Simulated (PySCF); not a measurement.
Z-matrix (Å, degrees):
```
N
C 1 1.4295
H 2 1.1009 1 111.23
H 2 1.1117 3 108.37 1 123.13
H 2 1.1118 3 108.28 4 114.00
C 1 1.4295 2 111.99 3 179.56
H 6 1.1009 1 111.21 2 -179.68
H 6 1.1117 7 108.37 1 -123.10
H 6 1.1117 7 108.29 8 -114.00
```
Charge 0, spin multiplicity 2.

Task: What total energy, highest occupied spin orbital and dipole moment does TPSSh-D3(BJ)/def2-TZVP // r2SCAN-D4/def2-SVP in PySCF 2.14.0 give?

Result: 
- total energy = -134.5742 Ha
- highest occupied spin orbital = -6.40 eV
- dipole moment = 1.70 D
